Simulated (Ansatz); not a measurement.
Gas-phase reaction R1 → 2 P1, each structure at its B3LYP-D3(BJ)/def2-TZVP stationary point, reached from a drawn start (curvature not checked).
R1: Cl2 (SMILES ClCl), charge 0, multiplicity 1.
P1: Cl atom, charge 0, multiplicity 2.

P less R. No zero-point or thermal terms; singlets are restricted closed shells; open shells are unrestricted; no spin–orbit coupling.

Cores are frozen in the correlated methods.

Codes used: Ansatz (a quantum-chemistry and plane-wave program) with Gaussian orbitals. No computed number here is a measurement.

Total energies in hartree:

```
structure  PBE/def2-TZVPP  r2SCAN/def2-TZVPP  CCSD(T)/cc-pV(Q+d)Z
---------  --------------  -----------------  -------------------
R1            -920.021287        -920.328116          -919.479309
P1            -459.958430        -460.116931          -459.694492
```

Q: Work out the reaction energy at each level in eV (1 hartree = 27.21139 eV), and say how far PBE/def2-TZVPP lies from CCSD(T)/cc-pV(Q+d)Z.

A: 
- PBE/def2-TZVPP: 2 × (-459.958430) − (-920.021287) = 0.104427 hartree = 2.842 eV
- r2SCAN/def2-TZVPP: 2 × (-460.116931) − (-920.328116) = 0.094254 hartree = 2.565 eV
- CCSD(T)/cc-pV(Q+d)Z: 2 × (-459.694492) − (-919.479309) = 0.090325 hartree = 2.458 eV
PBE/def2-TZVPP less CCSD(T)/cc-pV(Q+d)Z: 0.384 eV. CCSD(T)/cc-pV(Q+d)Z is the level counted from, the highest shown, and no exact or measured value.
